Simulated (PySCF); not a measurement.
## Field gradients at the hydrogen positions

Species: 1,2,3-trimethylbenzene, C9H12.
Structure used (PBE0-D3(BJ)/def2-SVP), in Å, numbered top down from 1:
```
atom  x, y, z in Å
C1    -2.159   -1.436   -0.200
C2    -1.251   -0.240   -0.106
C3    -1.806    1.044   -0.106
C4    -1.002    2.174   -0.014
C5     0.378    2.028    0.084
C6     0.964    0.760    0.086
C7     2.456    0.622    0.198
C8     0.148   -0.385   -0.016
C9     0.792   -1.743   -0.013
H10   -2.037   -2.114    0.659
H11   -3.212   -1.123   -0.230
H12   -1.965   -2.029   -1.109
H13   -2.891    1.152   -0.178
H14   -1.452    3.170   -0.016
H15    1.017    2.912    0.162
H16    2.743   -0.009    1.054
H17    2.936    1.602    0.326
H18    2.890    0.152   -0.700
H19    0.087   -2.543   -0.265
H20    1.623   -1.794   -0.733
H21    1.220   -1.980    0.976
```

Level: PBE0/pcSseg-1 (PySCF, non-relativistic); Q(2H) = 0.00286 b; rigid geometry, the same for H and D, with no vibrational averaging.

Question: Rank these positions by the coupling χzz of a deuteron there, largest first.
A. H19 (methyl hydrogen)
B. H18 (methyl hydrogen)
C. H15 (aromatic hydrogen)

Answer: C (204 kHz), A (200 kHz), B (194 kHz).

What are Vzz, η and χzz (234.96 MHz × Q × Vzz) at all hydrogens?

| atom | bonded to | bond length (Å) | Vzz (au) | η | χzz (kHz) |
| --- | --- | --- | --- | --- | --- |
| H10 | C1 | 1.102 | 0.2902 | 0.02 | 195 |
| H11 | C1 | 1.099 | 0.2943 | 0.04 | 198 |
| H12 | C1 | 1.102 | 0.2896 | 0.02 | 195 |
| H13 | C3 | 1.093 | 0.3039 | 0.08 | 204 |
| H14 | C4 | 1.092 | 0.3056 | 0.07 | 205 |
| H15 | C5 | 1.093 | 0.3039 | 0.08 | 204 |
| H16 | C7 | 1.102 | 0.2896 | 0.03 | 195 |
| H17 | C7 | 1.099 | 0.2946 | 0.04 | 198 |
| H18 | C7 | 1.103 | 0.2890 | 0.02 | 194 |
| H19 | C9 | 1.096 | 0.2972 | 0.04 | 200 |
| H20 | C9 | 1.101 | 0.2910 | 0.03 | 196 |
| H21 | C9 | 1.103 | 0.2884 | 0.02 | 194 |

How does χzz go with the bond length over the 12 C–H bonds?

A straight-line fit has a slope of -10.7 kHz for each 0.01 Å, with a correlation coefficient of -0.99, over lengths from 1.092 to 1.103 Å. The longer bonds have the smaller couplings here.

Give the 2H NMR doublet splittings at H16 for a magnetic field along the z, y and x axes of the gradient: 3χ/2, 3χ(1 + η)/4, 3χ(1 − η)/4.

With |χ| = 194.6 kHz and η = 0.025: 292, 150 and 142 kHz, to first order and without motion.

Isolated species at its PBE0-D3(BJ)/def2-SVP geometry, gas phase. With so small a basis the couplings can be 20 % off.

The run behind these numbers computed NMR shieldings as well. Time: 36 s of wall time. Hardware: one thread, Arm Neoverse V2, no GPU, shared host.
